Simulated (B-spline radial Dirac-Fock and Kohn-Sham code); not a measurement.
Binding energies of O in different valence configurations

Calculated with a radial atomic solver, using Dirac-Fock energy differences between relaxed states, corrected for Breit and QED terms. Correlation and solid-state effects are left out.

Reference: the tabulated ground configuration [He] 2s2 2p4, with 2s 31.79 eV.

Shifts from the reference in eV.

```
configuration  average energy     2s
 [He] 2s1 2p5          +18.12  +3.02
```
